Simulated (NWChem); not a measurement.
System: C₂H₅FSi; SMILES C=C[SiH2]F

The following NWChem deck was run.

```
start job
memory heap 200 mb stack 900 mb global 1100 mb
geometry units angstroms noautoz
  Si    -0.525964    -0.720603     0.000657
  F      1.040491    -1.221009    -0.000484
  C     -0.518676     1.144847    -0.001368
  C      0.628215     1.853719     0.000897
  H     -1.193402    -1.274583     1.228333
  H     -1.196596    -1.276915    -1.224217
  H     -1.483619     1.686717    -0.004750
  H      0.638147     2.957445    -0.000292
  H      1.610745     1.351156     0.003869
end
basis spherical
  * library 6-31g*
end
dft
  xc b3lyp
  iterations 150
  mulliken
end
task dft energy
```

Parts of the log:

```
             Northwest Computational Chemistry Package (NWChem) 7.3.0
             --------------------------------------------------------

 C1  symmetry detected

                             Geometry "geometry" -> ""
                             -------------------------

 Output coordinates in angstroms (scale by  1.889725989 to convert to a.u.)

  No.       Tag          Charge          X              Y              Z
 ---- ---------------- ---------- -------------- -------------- --------------
    1 Si                  14.0000    -0.56972073    -0.71563791     0.00059643
    2 F                    9.0000     0.98384365    -1.25473373    -0.00086684
    3 C                    6.0000    -0.51617732     1.14905786    -0.00132673
    4 C                    6.0000     0.64793950     1.82927201     0.00076181
    5 H                    1.0000    -1.25046155    -1.25297056     1.22836728
    6 H                    1.0000    -1.25417011    -1.25507556    -1.22418220
    7 H                    1.0000    -1.46738732     1.71468937    -0.00449728
    8 H                    1.0000     0.68523760     2.93241240    -0.00036800
    9 H                    1.0000     1.61770573     1.30249934     0.00352123

 Effective nuclear repulsion energy (a.u.)     157.3045370551

                                 NWChem DFT Module
                                 -----------------

 Summary of "ao basis" -> "ao basis" (spherical)
 ------------------------------------------------------------------------------
       Tag                 Description            Shells   Functions and Types
 ---------------- ------------------------------  ------  ---------------------
 Si                          6-31g*                  8       18   4s3p1d
 F                           6-31g*                  6       14   3s2p1d
 C                           6-31g*                  6       14   3s2p1d
 H                           6-31g*                  2        2   2s

            General Information
            -------------------
          SCF calculation type: DFT
          Wavefunction type:  closed shell.
          No. of atoms     :     9
          No. of electrons :    40
           Alpha electrons :    20
            Beta electrons :    20
          Charge           :     0
          Spin multiplicity:     1
          Use of symmetry is: off; symmetry adaption is: off
          Maximum number of iterations: 150
          AO basis - number of functions:    70
                     number of shells:    36
          Convergence on energy requested:  1.00D-06
          Convergence on density requested:  1.00D-05
          Convergence on gradient requested:  5.00D-04

              XC Information
              --------------
                         B3LYP Method XC Potential
                     Hartree-Fock (Exact) Exchange  0.200
                        Slater Exchange Functional  0.800 local
                    Becke 1988 Exchange Functional  0.720 non-local
              Lee-Yang-Parr Correlation Functional  0.810
                  VWN I RPA Correlation Functional  0.190 local

             Grid Information
             ----------------
          Grid used for XC integration:  medium
          Radial quadrature: Mura-Knowles
          Angular quadrature: Lebedev.
          Tag              B.-S. Rad. Rad. Pts. Rad. Cut. Ang. Pts.
          ---              ---------- --------- --------- ---------
          Si                  1.10       88          10.0       590
          F                   0.50       49          10.0       434
          C                   0.70       49          10.0       434
          H                   0.35       45          11.0       434
          Grid pruning is: on
          Number of quadrature shells:   460
          Spatial weights used:  Erf1

      Superposition of Atomic Density Guess
      -------------------------------------

 Sum of atomic energies:        -466.00131054

      Non-variational initial energy
      ------------------------------

 Total energy =    -467.474252
 1-e energy   =    -955.744445
 2-e energy   =     330.965656
 HOMO         =      -0.316000
 LUMO         =       0.001220

     ---------------------------------------------
      Total Density - Mulliken Population Analysis
     ---------------------------------------------

    Atom       Charge   Shell Charges
 -----------   ------   -------------------------------------------------------
    1 Si  14    12.99   2.00  2.00  5.97  0.91  1.37  0.26  0.32  0.17
    2 F    9     9.64   2.00  0.95  3.48  1.01  2.20  0.01
    3 C    6     6.47   2.00  0.74  1.94  0.63  1.13  0.03
    4 C    6     6.39   2.00  0.74  1.88  0.63  1.11  0.03
    5 H    1     1.09   0.47  0.62
    6 H    1     1.09   0.47  0.62
    7 H    1     0.76   0.45  0.31
    8 H    1     0.78   0.46  0.32
    9 H    1     0.79   0.46  0.32

   convergence    iter        energy       DeltaE   RMS-Dens  Diis-err
 ---------------- ----- ----------------- --------- --------- ---------
 d= 0,ls=0.0,diis     1   -468.5194871249 -6.26D+02  1.53D-02  5.15D-01
 d= 0,ls=0.0,diis     2   -468.5060076601  1.35D-02  7.94D-03  8.75D-01
 d= 0,ls=0.0,diis     3   -468.5787582840 -7.28D-02  1.34D-03  2.72D-02
 d= 0,ls=0.0,diis     4   -468.5806311678 -1.87D-03  5.71D-04  2.49D-03
 d= 0,ls=0.0,diis     5   -468.5808545512 -2.23D-04  2.61D-04  7.32D-04
  Resetting Diis
 d= 0,ls=0.0,diis     6   -468.5809545470 -1.00D-04  4.62D-05  1.10D-05
 d= 0,ls=0.0,diis     7   -468.5809561652 -1.62D-06  1.99D-05  8.80D-07
 d= 0,ls=0.0,diis     8   -468.5809561244  4.08D-08  1.09D-05  1.17D-06
 d= 0,ls=0.0,diis     9   -468.5809562901 -1.66D-07  1.21D-06  1.27D-08

         Total DFT energy =     -468.580956290137
      One electron energy =     -958.951026500991
           Coulomb energy =      377.203045845527
    Exchange-Corr. energy =      -44.137512689809
 Nuclear repulsion energy =      157.304537055136

 Numeric. integr. density =       39.999995117506

                       DFT Final Molecular Orbital Analysis
                       ------------------------------------

 Vector   18  Occ=2.000000D+00  E=-3.414145D-01
              MO Center= -5.7D-01, -9.4D-01,  8.6D-05, r^2= 2.8D+00
   Bfn.  Coefficient  Atom+Function         Bfn.  Coefficient  Atom+Function
  ----- ------------  ---------------      ----- ------------  ---------------
    23     -0.332742  2 F  pz                 9      0.317554  1 Si pz
    62      0.277850  5 H  s                 64     -0.278350  6 H  s
    27     -0.251749  2 F  pz                61      0.209673  5 H  s
    63     -0.209980  6 H  s                  5     -0.130874  1 Si pz
    37      0.120840  3 C  pz                41      0.098194  3 C  pz

 Vector   19  Occ=2.000000D+00  E=-3.203203D-01
              MO Center= -3.0D-01,  5.6D-01,  3.1D-04, r^2= 3.4D+00
   Bfn.  Coefficient  Atom+Function         Bfn.  Coefficient  Atom+Function
  ----- ------------  ---------------      ----- ------------  ---------------
    36      0.368693  3 C  py                 8     -0.322730  1 Si py
    22      0.196405  2 F  py                50     -0.191267  4 C  py
    66      0.183103  7 H  s                 68     -0.167315  8 H  s
    40      0.163091  3 C  py                38     -0.158623  3 C  s
    70      0.155923  9 H  s                 26      0.153655  2 F  py

 Vector   20  Occ=2.000000D+00  E=-2.790572D-01
              MO Center= -5.9D-02,  1.2D+00,  1.2D-04, r^2= 2.4D+00
   Bfn.  Coefficient  Atom+Function         Bfn.  Coefficient  Atom+Function
  ----- ------------  ---------------      ----- ------------  ---------------
    51      0.381207  4 C  pz                37      0.379160  3 C  pz
    55      0.271296  4 C  pz                41      0.260632  3 C  pz
    62     -0.170750  5 H  s                 64      0.170504  6 H  s
    61     -0.091963  5 H  s                 63      0.091840  6 H  s
     9     -0.075522  1 Si pz                13      0.066465  1 Si pz

 Vector   21  Occ=0.000000D+00  E=-1.522585D-02
              MO Center=  4.2D-02,  1.3D+00, -3.1D-04, r^2= 2.5D+00
   Bfn.  Coefficient  Atom+Function         Bfn.  Coefficient  Atom+Function
  ----- ------------  ---------------      ----- ------------  ---------------
    55      0.590433  4 C  pz                41     -0.517741  3 C  pz
    51      0.431134  4 C  pz                37     -0.356599  3 C  pz
    62      0.241903  5 H  s                 64     -0.238917  6 H  s
    13     -0.196251  1 Si pz                 9     -0.144838  1 Si pz
    15     -0.091950  1 Si d -1              61      0.068308  5 H  s

 Vector   22  Occ=0.000000D+00  E= 1.622584D-02
              MO Center= -6.1D-01, -6.7D-01,  1.5D-03, r^2= 4.1D+00
   Bfn.  Coefficient  Atom+Function         Bfn.  Coefficient  Atom+Function
  ----- ------------  ---------------      ----- ------------  ---------------
    11      0.879387  1 Si px                24     -0.466114  2 F  s
    12     -0.403653  1 Si py                52     -0.399599  4 C  s
    38      0.340200  3 C  s                  7      0.330957  1 Si px
    66      0.204921  7 H  s                 68      0.189678  8 H  s
    64      0.183515  6 H  s                 62      0.179379  5 H  s

 Vector   23  Occ=0.000000D+00  E= 7.271491D-02
              MO Center= -5.3D-01, -7.7D-01,  1.1D-03, r^2= 4.7D+00
   Bfn.  Coefficient  Atom+Function         Bfn.  Coefficient  Atom+Function
  ----- ------------  ---------------      ----- ------------  ---------------
    12      1.337720  1 Si py                38     -1.044639  3 C  s
    11      0.461079  1 Si px                10      0.435444  1 Si s
    40      0.396344  3 C  py                62      0.339857  5 H  s
    64      0.341466  6 H  s                 52     -0.288336  4 C  s
     8      0.234027  1 Si py                66      0.229278  7 H  s

[...]
```

Level: B3LYP/6-31G* (spherical d). The geometry was optimised at PBE-D3(BJ)/def2-SVP.
